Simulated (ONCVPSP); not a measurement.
**What one change does to a pseudopotential (lead, ONCV)**

```json
{"Element": "lead (Pb)", "Generator": "ONCVPSP 4.0.1", "Type": "optimised norm-conserving Vanderbilt (ONCV)", "Functional": "PBE", "Relativity": "scalar-relativistic", "Frozen core": "[Xe] 4f14 5d10", "Valence charge": "4", "Reference configuration": "6s2 (charge +2)", "Partial waves": "6s: rc 2.10 bohr, ncon 3, nbas 7, qcut 3.5 1/bohr, 1 projector; p scattering state at 0.15 Ha: rc 2.30 bohr, ncon 3, nbas 8, qcut 2.9 1/bohr, 2 projectors, debl 0.4 Ha", "Local potential": "polynomial inside 1.30 bohr (lpopt 3, dvloc0 0 Ha)", "Core correction": "Teter function, fcfact 2, rcfact 1.1"}
```

In the p channel the program set the typed energies aside and used 0.050, 0.450 Ha.

All-electron outer shells of the reference configuration (PBE, scalar-relativistic, ld1.x):

```
shell  level (eV)  outermost node (bohr)  outermost maximum (bohr)
   5d      -37.85                   0.52                      1.07
   6s      -27.44                   1.01                      1.93
```

Change: all radii but the core radius scaled by about 1.17 (s 2.46, p 2.70 bohr); local potential polynomial inside 1.52 bohr (lpopt 3, dvloc0 0 Ha).

Cutoffs: the cutoffs (Ha) at which the residual kinetic energy of the hardest occupied pseudo-wave falls to 1 and 0.1 mHa per electron; they do not see the model core or the augmentation charge, which bear on the density cutoff. Errors are all-electron minus pseudo energies relative to the spin-unpolarised reference configuration.

Problem. How do hardness, ghosts and transferability respond?

Solution. The potential gets softer (6.0 Ha and 27 Ha → 5.2 Ha and 9.2 Ha); both files keep a bound ghost (s); the lowest positive-energy flag moves from p at 15.9 eV to p at 42.1 eV; of the 4 tests that both files solve, the error grows in 0 and shrinks in 1 by more than 15 % and 0.3 meV (median size 127.6 → 111.0 meV). A larger radius leaves more room for a smooth pseudo-wave, so fewer plane waves are needed.

| quantity | base | changed |
| --- | --- | --- |
| cutoff, loose | 6.0 Ha | 5.2 Ha |
| cutoff, tight | 27 Ha | 9.2 Ha |
| bound ghosts | s | s |
| GHOST(+) flags under 300 eV | p at 15.9 eV | p at 42.1 eV |
| error for 6s2 6p2, meV [ΔE -20.02 eV] | +233 | +205 |
| error for 6s2 6p1, meV [ΔE -13.44 eV] | +92 | +80 |
| error for 6s1, meV [ΔE 32.41 eV] | +46 | +14 |
| error for 6s2 6p1.5, meV [ΔE -17.53 eV] | +163 | +142 |
| rms error of d²Exc/dni dnj with the model core, mHa | 22.35 | 21.73 |

 A true bound ghost makes a file unfit for plane-wave use even where its test errors are small: the radial tests pick states by their node count and pass the ghost by.
